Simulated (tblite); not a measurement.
Run record: tight-binding relaxation, `FCC1=CC[Se]C1`.

Computed with GFN2-xTB geometry optimisation, gas phase (tblite 0.8.0). Start geometry: from a force field or distance geometry. A driver script takes a list of jobs; this job's settings line and coordinates (Å) are shown.

Command:
```bash
OMP_NUM_THREADS=1 python probes_run.py task.json out
```

Input:
```
{"job": {"kind": "relax", "xc": "GFN2-xTB", "basis": "xTB"}, "charge": 0, "multiplicity": 1}
F     -2.033400     0.015000    -1.724000
C     -1.832900    -0.321100    -0.410400
C     -0.401500    -0.015400    -0.012000
C      0.618700    -0.608100    -0.617300
C      1.992300    -0.254800    -0.157000
Se     1.825200     1.088200     1.229500
C     -0.102400     0.983700     1.053800
H     -2.017200    -1.405700    -0.261500
H     -2.533800     0.238900     0.237600
H      0.466500    -1.353700    -1.388400
H      2.565100     0.160800    -1.019600
H      2.504800    -1.153500     0.238300
H     -0.549200     0.649300     2.030400
H     -0.502900     1.976100     0.778400
```

Output:
```
step      E/eV     max force
  0    -602.68941    1.315
  1    -602.75584    0.495
  2    -602.77473    0.473
  3    -602.78232    0.230
  4    -602.78775    0.175
  5    -602.79285    0.168
  6    -602.79515    0.129
  7    -602.79666    0.087
  8    -602.79745    0.079
  9    -602.79812    0.070
... (85 lines left out)
 95    -602.84935    0.071
 96    -602.84972    0.037
 97    -602.84991    0.031
 98    -602.85013    0.025
 99    -602.85021    0.015
100    -602.85028    0.016
101    -602.85033    0.015
102    -602.85038    0.017
103    -602.85043    0.012
104    -602.85045    0.007
```

«max force» is the largest atomic force in eV/Å.

Q: From which step on does the largest force stay under 0.1 eV/Å, and how much energy is left to gain from there?

A: From step 92 (0.086 eV/Å), 2.8 meV above the end.

Main results: energy lowered by 3.7 kcal/mol over 104 steps; largest atomic force 0.007 eV/Å at the end.

On Arm Neoverse V1, one thread, on a shared host, this took 0.59 s wall.
Labels such as C1 count atoms from 1, the log's own numbers from 0.
